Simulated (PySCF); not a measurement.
**Working out the ionisation energy of Ge¹²⁺**

Ge¹²⁺ [Ar] 3d2 (3F) → Ge¹³⁺ [Ar] 3d1 (2D). All numbers are calculated (PySCF 2.14, no relativity, point nucleus, in an uncontracted even-tempered set (17 s from 0.81 bohr⁻², ratio 2.5; 11 p from 1.1 bohr⁻², ratio 2.5; 8 d from 1.1 bohr⁻², ratio 2.5; 4 f from 3.7 bohr⁻², ratio 2.7; 4 g from 5.6 bohr⁻², ratio 2.7)). Frozen: [Ne]; the 26 highest virtual orbitals dropped. Energies in hartree (1 hartree = 27.21139 eV):

```json
{"part": "UHF", "Ge¹²⁺ (lower)": "-2013.006740", "Ge¹³⁺ (upper)": "-1999.484767"}
{"part": "MP2 opposite-spin", "Ge¹²⁺ (lower)": "-0.279276", "Ge¹³⁺ (upper)": "-0.274450"}
{"part": "MP2 same-spin", "Ge¹²⁺ (lower)": "-0.096375", "Ge¹³⁺ (upper)": "-0.090896"}
```

What does Hartree-Fock give?

(-1999.484767) − (-2013.006740) = 13.521973 hartree = 367.952 eV.

What do MP2 and SCS-MP2 (6/5 opposite-spin, 1/3 same-spin) give?

The opposite-spin parts differ by 0.131 eV and the same-spin parts by 0.149 eV. MP2: 367.952 + (0.131) + (0.149) = 368.232 eV. SCS-MP2: 367.952 + 1.2 × (0.131) + (0.149)/3 = 368.159 eV.

A first-order spin-orbit estimate adds 0.147 eV to MP2 (outer shells), giving 368.379 eV against 367 ± 3 eV (theoretical estimate listed by NIST; NIST Atomic Spectra Database, ionization energies).

The calculation is non-relativistic.

What remains against the reference includes basis incompleteness, the frozen core and correlation beyond second order.
